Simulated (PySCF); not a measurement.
WCl4H2, SMILES [Cl][WH2]([Cl])([Cl])[Cl], multiplicity 1.

Geometry: B3LYP-D3(BJ)/def2-SVP. The spin state was assumed, not searched. The structure was generated by enumeration; whether it is a known compound was not checked. The def2 effective core potentials stand for the cores of W; spin–orbit coupling is left out.

Computed with B3LYP-D3(BJ)/def2-SVP in PySCF.

Frequencies are harmonic and unscaled.

```
mode  ν (cm⁻¹)  IR (km/mol)  moving atoms (share of kinetic energy)
----  --------  -----------  --------------------------------------
1           84          0.3                                Cl 100 %
2          126         13.4                         Cl 81 %, W 19 %
3          132          0.2                         Cl 63 %, W 36 %
4          134          2.4                         Cl 80 %, W 19 %
5          138          0.0                                 Cl 98 %
6          347         14.5                                 Cl 94 %
7          371        101.2                         Cl 76 %, W 21 %
8          384        153.6                         Cl 75 %, W 24 %
9          390          0.2                                Cl 100 %
10         574          1.6                                  H 94 %
11         661          0.0                                  H 98 %
12         788         14.4                                  H 98 %
13        1117         31.6                                 H 100 %
14        2097         43.1                                 H 100 %
15        2119         29.6                                  H 99 %
```
